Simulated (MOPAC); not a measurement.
Job for MOPAC: PM3 on CH7ClSi (a complex), monomers drawn apart or pushed together.

```
PM3 1SCF PRECISE CHARGE=0 THREADS=1
CH7ClSi

Si    -0.04433032 1    -0.18276299 1     0.20917285 1
H      1.43163126 1    -0.12884760 1     0.25234098 1
H     -0.49516683 1    -0.20174525 1    -1.20284866 1
H     -0.61763443 1     1.00632505 1     0.87815218 1
H     -0.52962084 1    -1.40791711 1     0.88265490 1
C     -1.01172509 1    -0.21231265 1     3.63963891 1
Cl     0.76290204 1    -0.14643574 1     3.38086579 1
H     -1.19995018 1    -0.20120289 1     4.70881777 1
H     -1.45688327 1     0.65473850 1     3.16140701 1
H     -1.38624747 1    -1.12785047 1     3.19241415 1
```

Output:

```
*******************************************************************************
 **                                                                           **
 **                              MOPAC v23.2.5                                **
 **                                                                           **
 *******************************************************************************
 ** MOPAC's Digital Object Identifier: https://doi.org/10.5281/zenodo.6511958 **
 **                                                                           **
 ** Please cite the open-source release paper for use of this MOPAC version:  **
 ** J. E. Moussa and J. J. P. Stewart (2026)                                  **
 ** MOPAC: An open-source semiempirical molecular orbital program             **
 ** J. Open Source Softw., 11(119), 8025, https://doi.org/10.21105/joss.08025 **
 *******************************************************************************

                              PM3 CALCULATION RESULTS

 *******************************************************************************
 *  PM3        - The PM3 Hamiltonian to be used
 *
 *
 *
 *                 CHARGE ON SYSTEM = 0
 *
 *
 *
 *  PRECISE    - TIGHTER CRITERIA TO BE USED
 *  1SCF       - DO 1 SCF AND THEN STOP
 *  THREADS=1  - MULTI-THREADING NOT USED
 *  T=         - A TIME OF 172800.0 SECONDS REQUESTED
 *  DUMP=N     - RESTART FILE WRITTEN EVERY 7200.0 SECONDS REQUESTED
 *******************************************************************************
PM3 1SCF PRECISE CHARGE=0 THREADS=1
 CH7ClSi

   ATOM   CHEMICAL          X               Y               Z
  NUMBER   SYMBOL      (ANGSTROMS)     (ANGSTROMS)     (ANGSTROMS)

     1      Si         -0.04433032  *  -0.18276299  *   0.20917285  *
     2       H          1.43163126  *  -0.12884760  *   0.25234098  *
     3       H         -0.49516683  *  -0.20174525  *  -1.20284866  *
     4       H         -0.61763443  *   1.00632505  *   0.87815218  *
     5       H         -0.52962084  *  -1.40791711  *   0.88265490  *
     6       C         -1.01172509  *  -0.21231265  *   3.63963891  *
     7      Cl          0.76290204  *  -0.14643574  *   3.38086579  *
     8       H         -1.19995018  *  -0.20120289  *   4.70881777  *
     9       H         -1.45688327  *   0.65473850  *   3.16140701  *
    10       H         -1.38624747  *  -1.12785047  *   3.19241415  *



          CARTESIAN COORDINATES

    NO.       ATOM           X           Y           Z

     1        Si         -0.0443     -0.1828      0.2092
     2         H          1.4316     -0.1288      0.2523
     3         H         -0.4952     -0.2017     -1.2028
     4         H         -0.6176      1.0063      0.8782
     5         H         -0.5296     -1.4079      0.8827
     6         C         -1.0117     -0.2123      3.6396
     7        Cl          0.7629     -0.1464      3.3809
     8         H         -1.2000     -0.2012      4.7088
     9         H         -1.4569      0.6547      3.1614
    10         H         -1.3862     -1.1279      3.1924

  H: (PM3): J. J. P. STEWART, J. COMP. CHEM. 10, 209 (1989).
  C: (PM3): J. J. P. STEWART, J. COMP. CHEM. 10, 209 (1989).
 Si: (PM3): J. J. P. STEWART, J. COMP. CHEM. 10, 209 (1989).
 Cl: (PM3): J. J. P. STEWART, J. COMP. CHEM. 10, 209 (1989).

           Empirical Formula: C H7 Si Cl  =    10 atoms



      MOLECULAR POINT GROUP   :   Cs


      RHF CALCULATION, NO. OF DOUBLY OCCUPIED LEVELS = 11


 -------------------------------------------------------------------------------
 PM3 1SCF PRECISE CHARGE=0 THREADS=1
 CH7ClSi



     1SCF WAS SPECIFIED, SO BFGS WAS NOT USED
     SCF FIELD WAS ACHIEVED


                              PM3 CALCULATION
                                                       MOPAC v23.2.5 Linux




          FINAL HEAT OF FORMATION =         -1.04667 KCAL/MOL =      -4.37926 KJ/MOL


          COSMO AREA              =        131.60 SQUARE ANGSTROMS
          COSMO VOLUME            =        122.79 CUBIC ANGSTROMS

          IONIZATION POTENTIAL    =         10.158148 EV
          HOMO LUMO ENERGIES (EV) =        -10.158  0.626
          NO. OF FILLED LEVELS    =         11
          MOLECULAR WEIGHT        =         82.6048         POINT GROUP:  Cs

          MOLECULAR DIMENSIONS (Angstroms)

            Atom       Atom       Distance
            H     8    H     3     5.95353
            H     2    H    10     2.64597
            H     5    H     4     2.26865


          SCF CALCULATIONS        =          1





   ATOM   CHEMICAL          X               Y               Z
  NUMBER   SYMBOL      (ANGSTROMS)     (ANGSTROMS)     (ANGSTROMS)

     1      Si         -0.04433032  *  -0.18276299  *   0.20917285  *
     2       H          1.43163126  *  -0.12884760  *   0.25234098  *
     3       H         -0.49516683  *  -0.20174525  *  -1.20284866  *
     4       H         -0.61763443  *   1.00632505  *   0.87815218  *
     5       H         -0.52962084  *  -1.40791711  *   0.88265490  *
     6       C         -1.01172509  *  -0.21231265  *   3.63963891  *
     7      Cl          0.76290204  *  -0.14643574  *   3.38086579  *
     8       H         -1.19995018  *  -0.20120289  *   4.70881777  *
     9       H         -1.45688327  *   0.65473850  *   3.16140701  *
    10       H         -1.38624747  *  -1.12785047  *   3.19241415  *

                             CARTESIAN COORDINATES

   1   Si       -0.044330320    -0.182762990     0.209172850
   2    H        1.431631260    -0.128847600     0.252340980
   3    H       -0.495166830    -0.201745250    -1.202848660
   4    H       -0.617634430     1.006325050     0.878152180
   5    H       -0.529620840    -1.407917110     0.882654900
   6    C       -1.011725090    -0.212312650     3.639638910
   7   Cl        0.762902040    -0.146435740     3.380865790
   8    H       -1.199950180    -0.201202890     4.708817770
   9    H       -1.456883270     0.654738500     3.161407010
  10    H       -1.386247470    -1.127850470     3.192414150


           Empirical Formula: C H7 Si Cl  =    10 atoms



      MOLECULAR POINT GROUP   :   Cs


                  EIGENVALUES
 -55.13771 -27.94465 -16.89499 -14.83970 -14.78419 -13.54526 -11.89487 -11.76898
 -11.66484 -10.39719 -10.15815   0.62583   1.28523   2.17026   2.18805   2.27270
   3.70048   3.94963   3.96790


              NET ATOMIC CHARGES AND DIPOLE CONTRIBUTIONS

  ATOM NO.   TYPE          CHARGE      No. of ELECS.   s-Pop       p-Pop
    1         Si           0.451276        3.5487     0.92140     2.62732
    2          H          -0.103705        1.1037     1.10371
    3          H          -0.124080        1.1241     1.12408
    4          H          -0.113360        1.1134     1.11336
    5          H          -0.113372        1.1134     1.11337
    6          C          -0.081083        4.0811     1.16734     2.91375
    7         Cl          -0.077734        7.0777     1.98251     5.09523
    8          H           0.047764        0.9522     0.95224
    9          H           0.057354        0.9426     0.94265
   10          H           0.056941        0.9431     0.94306
 DIPOLE           X         Y         Z       TOTAL
 POINT-CHG.    -0.836    -0.030     0.230     0.868
 HYBRID        -0.521    -0.020     0.064     0.526
 SUM           -1.357    -0.050     0.294     1.390


          ATOMIC ORBITAL ELECTRON POPULATIONS

     Atom    s        px        py        pz
    1 Si   0.92140   0.88423   0.87170   0.87140
    2  H   1.10371
    3  H   1.12408
    4  H   1.11336
    5  H   1.11337
    6  C   1.16734   0.87257   1.02684   1.01433
    7 Cl   1.98251   1.12634   1.99544   1.97345
    8  H   0.95224
    9  H   0.94265
   10  H   0.94306

 **********************
 *                    *
 * JOB ENDED NORMALLY *
 *                    *
 **********************




 == MOPAC DONE ==
```

The run finished.

Cost: about 0.03 core-seconds (a rough figure).
